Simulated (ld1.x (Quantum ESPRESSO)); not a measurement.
## Pseudopotential generation for Gd: TM, PBEsol, scalar-relativistic.

gadolinium (Gd), norm-conserving Troullier–Martins (Kleinman–Bylander form), made with ld1.x (Quantum ESPRESSO) 7.5 (PBEsol, scalar-relativistic). Core [Xe], reference 4f7 5d1 6s2 6p0. Waves: 6s (bound): rc 3.45 bohr; 6p (bound, empty): rc 4.20 bohr; 5d (bound): rc 2.00 bohr; 4f (bound): rc 0.80 bohr. Local part: all-electron potential smoothed inside 0.70 bohr (lloc = -1). Core correction: Bessel-smoothed model core, default radius (core density twice the valence density).

All-electron outer shells of the reference configuration (PBEsol, scalar-relativistic, ld1.x):

```
shell  level (eV)  outermost node (bohr)  outermost maximum (bohr)
   5s      -49.77                   0.65                      1.20
   5p      -27.28                   0.70                      1.35
   4f       -8.73                      –                      0.56
   6s       -4.15                   1.60                      3.37
   5d       -2.56                   0.79                      1.97
   6p       -1.31                   1.92                      4.55
```

Calculated quality:

- Ghost test: ghost states, extra bound levels that the all-electron valence spectrum of the same l lacks: s at -994.2 eV, p at -568.0 eV, s at -251.3 eV, p at -73.3 eV, d at -69.2 eV; a true bound ghost makes a file unfit for plane-wave use (spherical-Bessel basis up to 400 Ry, 20 bohr box)
- Configuration tests: 3 of 7 tests not solved or not reliable; not counted: 4f6 5d2 6s2 6p0 (solver errors, printed error -805 eV); 4f8 5d0 6s1 6p0 (pseudo-atom not self-consistent, printed error -6.0 eV); 4f7 5d0 6s2 6p0 (solver errors, printed error -11.6 eV)

Generation and tests took about 3.1 s on one core of a shared server CPU.
